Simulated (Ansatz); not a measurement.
C$_{3}$H$_{5}$FSi, SMILES `CC1=C[SiH]1F`, charge 0, multiplicity 1.

Q: Give a relaxed structure at PBE0-D4/def2-TZVP (Ansatz). (An estimate is asked.)

A: The calculation gave: 
Cartesian coordinates in Å:
```
C 0.3776 -0.5879 -1.4259
C -0.0134 -0.0078 -0.1237
C -1.1599 0.4336 0.4349
Si 0.2082 0.5534 1.5599
F 0.4071 -0.4573 2.7816
H 0.7819 -1.5936 -1.2828
H -0.4657 -0.6453 -2.1190
H 1.1730 0.0051 -1.8851
H -2.1834 0.4998 0.0811
H 0.8746 1.8001 1.9789
```
This is one stationary point; other conformers may exist.
